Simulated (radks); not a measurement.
Q: Neutral selenium is in [Ar] 3d10 4s2 4p4. Method: scalar-relativistic Kohn-Sham, BLYP, spin-polarised, spherical densities, finite nucleus; Fermi nuclear charge, rms radius of each element as measured or else 0.836 A^(1/3) + 0.57 fm; computed with a radial shooting solver on a logarithmic mesh with Libxc functionals. Open shells are filled with parallel spins first. One electron is removed from 4p, 3d, 3p, 4s in turn, with full relaxation. Which removal costs least, and what does each cost?

A: 4p 9.627 eV; 4s 21.106 eV; 3d 63.314 eV; 3p 163.40 eV. The 4p electron leaves first.
